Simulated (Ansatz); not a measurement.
C$_{4}$F$_{5}$ (SMILES FC(F)=[C]C(F)=C(F)F), doublet (typed; the unrestricted solution is spin-contaminated), geometry from GFN2-xTB; HF/6-31G** (Ansatz, a program for electronic structure).

The Ansatz input:
Ansatz 0.2 input:
```yaml
crystal:
  periodic: [false, false, false]
  atoms:
    - {symbol: F, position_ang: [2.75303862, 0.84141409, 0.27355721]}
    - {symbol: C, position_ang: [1.86621234, -0.12970003, 0.44673461]}
    - {symbol: F, position_ang: [2.38997822, -1.05521826, 1.23957711]}
    - {symbol: C, position_ang: [0.66828368, -0.14622884, -0.03593613]}
    - {symbol: C, position_ang: [-0.54593179, -0.20717033, -0.61192545]}
    - {symbol: F, position_ang: [-0.67920932, -0.79433365, -1.81482069]}
    - {symbol: C, position_ang: [-1.71329410, 0.29617516, -0.06241471]}
    - {symbol: F, position_ang: [-2.89647638, 0.23277077, -0.63157634]}
    - {symbol: F, position_ang: [-1.75084455, 0.89998307, 1.10895717]}
basis:
  gaussian:
    orbitals: 6-31G__.json
    point_charges:
      - {charge: -1.0, position_ang: [0.3505, 5.9652, 0.0514]}
hamiltonian:
  xc: hf
magnetization: {spin_polarized: true, initial_magnetization: 1}
```
The basis file holds 6-31G** in the JSON format of the Basis Set Exchange.

What does Ansatz print? Leave out banner, timings and long lists.


```
Functional definition: HF
1206 factors; integrals over basis functions are off by at most 9.2e-4 eV
mean field evaluation 1: about -17640.6788 eV, gradient 3.6e1 eV
mean field evaluation 2: about -17640.7063 eV, gradient 3.6e1 eV
mean field evaluation 4: about -17646.6962 eV, gradient 4.2e0 eV
mean field evaluation 8: about -17647.1680 eV, gradient 4.8e-1 eV
mean field evaluation 16: about -17647.2086 eV, gradient 2.5e-2 eV
mean field -17647.20863486 eV, -648.5229556234 hartree, gradient 1.7e-5 eV, S^2 1.066554; 0 other end points of the search recorded, 0 dependent functions left out
reference -17647.20863486 eV, -648.5229556234 hartree; 35, 34 occupied and 100, 101 virtual orbitals, 1206 factors
Total energy: -17647.20863486 eV, -648.5229556234 hartree
```
